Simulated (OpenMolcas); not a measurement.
Ag5+: the spin-orbit constant, worked from levels

```json
{
 "Program": "OpenMolcas 26.06",
 "Basis": "ANO-R1 [6s4p3d1f]",
 "Scalar Hamiltonian": "X2C, finite nucleus",
 "Active space": "6 electrons in 5 orbitals (4d)",
 "State averaging": "2S+1 = 5 even, 5 roots; 2S+1 = 3 even, 45 roots; 2S+1 = 1 even, 50 roots",
 "Spin-orbit coupling": "RASSI with atomic mean-field integrals over the reference wave functions, term energies averaged over their components"
}
```

Methods: CASSCF; MS-CASPT2, IPEA 0.25 Eh, imaginary shift 0.1 Eh (closed shells correlated: 4s 4p). Measured levels: the list in Gamrath, thesis, University of Mons (2023).

**The spin-orbit constant.** For the Hund term 5D of d6, E(J) = (A/2) J(J+1) + constant and ζ = -2S·A = -4A. From J = 0 to J = 4 the energy changes by 10 A.

```
   Source  E(4) - E(0)       A     ζ
   CASSCF      -5688.3  -568.8  2275
MS-CASPT2      -5612.3  -561.2  2245
 measured      -5380.0  -538.0  2152
```

All in cm-1. MS-CASPT2 is off by +4.3 % and CASSCF by +5.7 %. Both methods take the spin-orbit matrix elements from the reference wave functions, so the second can move ζ only through the term energies and any multistate remixing. Second-order mixing with other terms is absorbed into this ζ.

The basis is small and was not contracted for so high a charge. Without dynamic correlation excited terms often stand tens of per cent too high (terms of higher spin than the ground term too low), and those without a measured partner can miss by more than the paired ones (holds for CASSCF). Measured partners are found by configuration, term and J. A level has none where our copy of the source lacks it or the pairing is in doubt (some pairs that miss far off the trend of their configuration count as doubtful), and it then counts in no deviation. Levels of configurations outside the active space are missing.
